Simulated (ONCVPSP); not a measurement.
## What one change does to a pseudopotential (gold (Au), ONCV)

* Element: gold (Au)
* Generator: ONCVPSP 4.0.1
* Type: optimised norm-conserving Vanderbilt (ONCV)
* Functional: LDA (Perdew-Wang 92)
* Relativity: fully relativistic
* Frozen core: [Kr] 4d10 4f14
* Valence charge: 19
* Reference configuration: 5s2 5p6 5d10 6s1
* Partial waves: 5s+6s: rc 1.25 bohr, ncon 3, nbas 7, qcut 9.3 1/bohr, 3 projectors, debl 2.2 Ha; 5p: rc 1.05 bohr, ncon 4, nbas 7, qcut 8.7 1/bohr, 1 projector; 5d: rc 1.85 bohr, ncon 4, nbas 8, qcut 6.9 1/bohr, 2 projectors, debl 0.4 Ha; f scattering state at 0.05 Ha: rc 1.45 bohr, ncon 4, nbas 8, qcut 8 1/bohr, 2 projectors, debl 2 Ha
* Local potential: polynomial inside 0.70 bohr (lpopt 5, dvloc0 0 Ha)
* Core correction: none

Open shells are filled in proportion to 2j + 1.

All-electron outer shells of the reference configuration (LDA (PZ), scalar-relativistic, ld1.x):

| shell | level (eV) | outermost node (bohr) | outermost maximum (bohr) |
| --- | --- | --- | --- |
| 5s | -108.78 | 0.48 | 0.84 |
| 4f | -81.59 | – | 0.37 |
| 5p | -60.06 | 0.52 | 0.96 |
| 5d | -7.12 | 0.56 | 1.21 |
| 6s | -6.09 | 1.11 | 2.32 |

Change: all radii scaled by about 1.28 (s 1.60, p 1.34, d 2.36, f 1.84 bohr); local potential polynomial inside 0.90 bohr (lpopt 5, dvloc0 0 Ha).

Cutoffs: the cutoffs (Ha) at which the residual kinetic energy of the hardest occupied pseudo-wave falls to 1 and 0.1 mHa per electron; they do not see the model core or the augmentation charge, which bear on the density cutoff. Errors are all-electron minus pseudo energies relative to the spin-unpolarised reference configuration.

Problem. Predict the effect on cutoff, ghosts and configuration errors.

Solution. The potential gets softer (99 Ha and 131 Ha → 32 Ha and 40 Ha); the bound ghost in f, p, s disappears; the lowest positive-energy flag moves from none to p3/2 at 38.4 eV; the number of tests that count goes from 3 to 4; of the 3 tests that both files solve, the error grows in 3 and shrinks in 0 by more than 15 % and 0.3 meV (median size 0.9 → 2.3 meV). A larger radius leaves more room for a smooth pseudo-wave, so fewer plane waves are needed. More of the atom is replaced by a form fitted at one configuration, so other configurations suffer.

| quantity | base | changed |
| --- | --- | --- |
| cutoff, loose | 99 Ha | 32 Ha |
| cutoff, tight | 131 Ha | 40 Ha |
| loose cutoff by channel | s 34 Ha, p 99 Ha, d 19 Ha | s 28 Ha, p 32 Ha, d 17 Ha |
| bound ghosts | s, p3/2, f7/2, p1/2, f5/2 | none |
| GHOST(+) flags under 300 eV | none | p3/2 at 38.4 eV, s at 83.6 eV, d5/2 at 217.3 eV |
| tests counted (converged, no solver errors) | 3 of 4 | 4 of 4 |
| error for 5s2 5p6 5d10 6s0, meV [ΔE 9.78 eV] | +0.8 | +1.4 |
| error for 5s2 5p6 5d9 6s0, meV [ΔE 31.31 eV] | +0.9 | +2.3 |
| error for 5s2 5p6 5d8 6s0, meV [ΔE 65.48 eV] | +2.1 | +35 |

Base: Tests not counted: 5s2 5p6 5d10 6s0 6p1 (no result). Changed file: These tests converged, but a pseudo level misses the all-electron one widely, so the file describes the atom poorly there or has found another state: 5s2 5p6 5d10 6s0 6p1: empty 6s by 6.0 eV. A true bound ghost makes a file unfit for plane-wave use even where its test errors are small: the radial tests pick states by their node count and pass the ghost by.
